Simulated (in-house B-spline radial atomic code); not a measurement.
Computed with a B-spline radial atomic code. Model: two electrons, singlet ground state, non-relativistic, full CI in B-splines with partial waves to l = 8 (at full coupling up to 3e-4 hartree above the limit, correlation up to 0.6 % small), density held at that of full coupling by Lieb maximisation.

Along the adiabatic connection the electron repulsion is scaled by a coupling λ while a local potential keeps the density fixed. At λ = 0 the system is the Kohn-Sham one and W equals the exchange energy; the exchange-correlation energy is the area under W between 0 and 1. The kinetic energy rises with λ as the electrons avoid each other, with dT/dλ = −λ dW/dλ.

Command:
```bash
python run_ac.py task.json out
```
Settings (lengths in bohr, energies in hartree):
```
potential              yukawa
strength               8.41
lmax                   8
second                 2.15
```

Time taken, with all properties: 13 s on 1 thread of Intel(R) Xeon(R) Processor @ 2.30GHz (shared host).

**W = mean repulsion less Hartree energy, and W of three functionals.**

Given: confinement screened point charge; nuclear charge 8.41; screening of the nucleus 2.15 1/bohr; external potential -Z exp(-k r)/r.

Computed: PBE exchange minus exact 77.006 millihartree; SCAN exchange minus exact -11.591 millihartree.

| coupling | W xc (hartree) | W xc minus exchange (millihartree) | kinetic minus Kohn-Sham (millihartree) | LDA (PW92) W minus its exchange (millihartree) | PBE W minus its exchange (millihartree) | SCAN W minus its exchange (millihartree) |
| --- | --- | --- | --- | --- | --- | --- |
| 0 | -4.769 | 0 | 0 | 0 | 0 | 0 |
| 0.02 | -4.7709 | -1.886 | 0 | -15.61 | -1.83 | -1.85 |
| 0.05 | -4.7737 | -4.708 | 0.1 | -33.41 | -4.6 | -4.59 |
| 0.12 | -4.7802 | -11.26 | 0.7 | -67.53 | -11.1 | -10.91 |
| 0.25 | -4.7923 | -23.311 | 2.9 | -119.13 | -23.23 | -22.43 |
| 0.4 | ? | ? | ? | ? | ? | ? |
| 0.6 | -4.824 | -55.028 | 16.3 | -226.81 | -55.86 | -52.34 |
| 0.8 | -4.8417 | -72.69 | 28.7 | -277.67 | -74.3 | -68.82 |
| 1 | -4.859 | -90.025 | 44.3 | -323.7 | -92.53 | -84.9 |
| 1.4 | -4.8927 | -123.75 | 84.7 | -405.36 | -128.26 | -115.99 |
| 2 | -4.9411 | -172.11 | 166.8 | -509.92 | -179.87 | -160.22 |
| 3 | -5.0162 | -247.24 | 354.1 | -653.74 | -260.53 | -228.45 |
| 4.5 | ? | ? | ? | ? | ? | ? |
| 7 | -5.2618 | -492.81 | 1556 | -1045.4 | -526.08 | -450.99 |
| 10 | -5.403 | -634.06 | 2749 | -1244.3 | -680.63 | -580.84 |

Question: What belongs in the row 0.4?

Answer: W xc (hartree): -4.806; W xc minus exchange (millihartree): -37.033; kinetic minus Kohn-Sham (millihartree): 7.4; LDA (PW92) W minus its exchange (millihartree): -169.16; PBE W minus its exchange (millihartree): -37.25; SCAN W minus its exchange (millihartree): -35.43.

Question: What belongs in the row 4.5?

Answer: W xc (hartree): -5.1176; W xc minus exchange (millihartree): -348.63; kinetic minus Kohn-Sham (millihartree): 732.7; LDA (PW92) W minus its exchange (millihartree): -825.86; PBE W minus its exchange (millihartree): -369.86; SCAN W minus its exchange (millihartree): -320.16.

Question: What is the LDA exchange minus exact?

Answer: 668.32 millihartree.

**Energy parts, natural occupations and partial-wave weights.**

Computed: total energy -35.7553 hartree; exchange energy -4.769 hartree; correlation energy -0.045724 hartree; kinetic part of the DFT correlation energy 0.0443 hartree; initial slope twice GL2 -0.094367 hartree; Kohn-Sham kinetic 60.032 hartree; Lieb Oxford ratio E_xc over LDA exchange 1.1741.

```tsv
natural	occupation of the shell (electrons)
s	1.9991
p	0.0004674
s	0.0003495
d	?
p	1.9442e-05
s	8.7121e-06
```

Question: What belongs in the row d?

Answer: occupation of the shell (electrons): 2.5993e-05.

```csv
wave,weight
s,0.99974
p,?
d,1.4725e-05
f,2.205e-06
g,5.2762e-07
```

Question: What belongs in the row p?

Answer: weight: 0.00024448.

Question: What is the Hartree energy?

Answer: 9.538 hartree.

Question: What is the kinetic part over minus potential part?

Answer: 0.49209.

Half-way to full coupling W has made 51 % of its drop, against 50 % for a straight line, and second-order (GL2) theory, half the initial slope, overshoots the correlation energy by about 3 %: correlation is weak here. Over couplings 0 to 1 the errors in E_xc come to about +526 millihartree for LDA, +76 millihartree for PBE, -9.3 millihartree for SCAN, so SCAN is nearest. In LDA and PBE and SCAN the errors of exchange and correlation have opposite signs, so the sum is smaller than the larger of the two.
